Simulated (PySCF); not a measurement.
Ge(F)(NH2) (FGeH2N), SMILES [NH2][Ge][F] (connectivity only; charge and spin as stated), neutral, multiplicity 1. Atoms are numbered in the order given.

```xyz
5

Ge     0.4468     0.0746     0.0000
F     -0.8972     1.2239     0.0000
N     -0.6177    -1.3904     0.0000
H     -1.6256    -1.3323     0.0000
H     -0.2728    -2.3371     0.0000
```

Coordinates come from a PBE0-D3(BJ)/def2-TZVP optimisation. Other conformers were not sampled.

Level of theory: B3LYP/def2-TZVPD run with PySCF.

Gas-phase values at a fixed geometry.

```
Item                                                                                                            Value
---------------------------------------------------------------------------------------------  ----------------------
total energy                                                                                      -2232.98533 hartree
point group                                                                                                        Cs
highest occupied level                                                                                       -7.66 eV
lowest empty level                                                                                           -1.84 eV
orbital gap                                                                                                   5.82 eV
dipole moment                                                                                                  2.58 D
quadrupole, principal values (traceless, Buckingham form, about the centre of nuclear charge)  -3.75, -0.11, 3.86 D·Å
mean static polarisability                                                                       42.1 bohr³ (6.24 Å³)
polarisability, principal values                                                               35.6, 40.4, 50.3 bohr³
```
